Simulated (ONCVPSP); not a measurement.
What one change does to a pseudopotential (tellurium, ONCV)

ONCVPSP 4.0.1 input, shortened (lines: element, Z, core and valence counts, functional; n l f; lmax; l rc ep ncon nbas qcut; lloc lpopt rc5 dvloc0; l nproj debl; icmod fcfact rcfact), LDA (Perdew-Wang 92), fully relativistic:

```
  Te 52.00    9    2  -001012      upf
    1    0    2.00
    2    0    2.00
    2    1    6.00
    3    0    2.00
    3    1    6.00
    3    2   10.00
    4    0    2.00
    4    1    6.00
    4    2   10.00
    5    0    2.00
    5    1    4.00
    2
    0    1.85    0.00    4    7    3.30
    1    2.35    0.00    4    8    2.80
    2    2.55    0.27    4    8    4.40
    4    5    1.65    6.00
    0    1    1.10
    1    3    2.50
    2    2    0.50
    0    0.00    0.00
```

Open shells are filled in proportion to 2j + 1.

All-electron outer shells of the reference configuration (LDA (PZ), scalar-relativistic, ld1.x):

| shell | level (eV) | outermost node (bohr) | outermost maximum (bohr) |
| --- | --- | --- | --- |
| 4p | -114.19 | 0.38 | 0.74 |
| 4d | -41.70 | 0.36 | 0.81 |
| 5s | -15.36 | 0.91 | 1.77 |
| 5p | -6.12 | 1.00 | 2.17 |

Change: all radii scaled by about 1.31 (s 2.42, p 3.08, d 3.34 bohr); local potential polynomial inside 2.16 bohr (lpopt 5, dvloc0 6 Ha).

Cutoffs: the cutoffs (Ha) at which the residual kinetic energy of the hardest occupied pseudo-wave falls to 1 and 0.1 mHa per electron; they do not see the model core or the augmentation charge, which bear on the density cutoff. Errors are all-electron minus pseudo energies relative to the spin-unpolarised reference configuration.

Task: Predict the effect on cutoff, ghosts and configuration errors.

Result: The potential gets softer (22 Ha and 34 Ha → 6.9 Ha and 19 Ha); of the 4 tests that both files solve, the error grows in 3 and shrinks in 1 by more than 15 % and 0.3 meV (median size 32.1 → 40.1 meV); neither file shows a bound ghost. A larger radius leaves more room for a smooth pseudo-wave, so fewer plane waves are needed.

```csv
quantity,base,changed
"cutoff, loose",22 Ha,6.9 Ha
"cutoff, tight",34 Ha,19 Ha
loose cutoff by channel,"s 22 Ha, p 9.8 Ha","s 6.9 Ha, p 2.7 Ha"
bound ghosts,none,none
GHOST(+) flags under 300 eV,none,none
"error for 5s2 5p3, meV [ΔE 9.93 eV]",+2.0,-3.0
"error for 5s2 5p2, meV [ΔE 28.13 eV]",+13,-20
"error for 5s2 5p1, meV [ΔE 55.38 eV]",+51,-61
"error for 5s2 5p0, meV [ΔE 92.32 eV]",+159,-123
```
